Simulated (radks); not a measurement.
Results of a calculation; reference values are marked as such.
Excited configurations of Pr III: one electron is placed in a higher orbital outside [Xe] 4f2. The ground configuration is [Xe] 4f3. Level of theory: scalar-relativistic Kohn-Sham, PBE, spin-polarised, spherical densities, point nucleus; open shells are filled with parallel spins first (spin-orbit coupling, left out, can overturn this in heavy ions) (a radial shooting solver on a logarithmic mesh with Libxc functionals). Excitation = E - E(ground); binding = E(ion) - E, where the ion is the core of charge +3; n* = 3/sqrt(2 binding) in atomic units, and the quantum defect is n - n*.

outer orbital  excitation (eV)  binding (eV)     n*  quantum defect  <r> (bohr)
5f                      14.172         8.087  3.891           1.109       5.652
6s                       3.913        18.347  2.583           3.417       3.539
6p                       7.922        14.338  2.922           3.078       4.214
6d                      12.715         9.544  3.582           2.418       5.793
6f                      16.820         5.440  4.744           1.256       9.667
7s                      12.536         9.724  3.549           3.451       6.604
7p                      14.102         8.157  3.874           3.126       7.580
7f                      18.418         3.842  5.646           1.354       14.65

The Delta-SCF ionisation energy is 22.260 eV (NIST Atomic Spectra Database: 21.624 eV, measured). Self-interaction in the functional shifts the binding energies and quantum defects, so they are the method's values and not measured ones. Open shells are spherical and high-spin; term and fine-structure splittings are not resolved. Spin-orbit splitting is averaged out at the scalar-relativistic level.
